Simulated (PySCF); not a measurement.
C2H9NSi, SMILES C(CN)[SiH3], GFN2-xTB optimised geometry.

```
13

N      2.08    -1.07     0.00
C      0.63    -1.07     0.00
C     -0.02     0.32     0.00
Si    -1.91     0.26     0.00
H      2.43    -0.59     0.82
H      2.43    -0.58    -0.82
H      0.30    -1.63     0.88
H      0.30    -1.63    -0.88
H      0.34     0.87     0.88
H      0.34     0.87    -0.88
H     -2.38    -0.44    -1.20
H     -2.43     1.63     0.01
H     -2.38    -0.44     1.20
```

Density from PBE0/def2-TZVP (PySCF 2.14.0) at that geometry.

Minimum of the electron density along straight lines between bonded atoms, close to the bond critical point (lines longer than 1.1 times the sum of covalent radii, or with two minima, are not listed):

```tsv
bond	length / Å	ρ at the minimum / e bohr⁻³	∇²ρ there / e bohr⁻⁵	position (fraction from the first atom)
N1–C2	1.452	0.272	?	0.59
C2–C3	1.533	?	-0.59	0.50
C3–Si4	1.900	0.117	?	0.61
N1–H5	1.016	0.337	-1.58	0.73
N1–H6	1.015	0.337	-1.58	0.73
C2–H7	1.093	0.282	-0.99	0.64
C2–H8	1.093	0.282	-0.99	0.64
C3–H9	1.094	0.272	-0.90	0.64
C3–H10	1.094	0.272	-0.90	0.64
Si4–H11	1.464	0.124	0.20	0.49
Si4–H12	1.464	0.123	0.20	0.49
Si4–H13	1.464	0.124	0.20	0.49
```

Task: What belongs in the gaps?

Result: 
- N1–C2, ∇²ρ there / e bohr⁻⁵: -0.71
- C2–C3, ρ at the minimum / e bohr⁻³: 0.243
- C3–Si4, ∇²ρ there / e bohr⁻⁵: 0.16
